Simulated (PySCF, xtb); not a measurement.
C3H9NSe, SMILES CC(C)[Se]N.

xtb with GFN2-xTB at its own geometry gives an orbital gap of 4.06 eV and a dipole moment of 3.40 D.

Coordinates come from a PBE0-D3(BJ)/def2-SVP optimisation. Other conformers were not sampled.

**Question.** What does PBE/def2-TZVP in PySCF give? (Estimate from the structure and the level; the computed values follow.)

**Answer.** gap 4.16 eV (levels -5.03 and -0.87 eV), dipole 2.43 D.
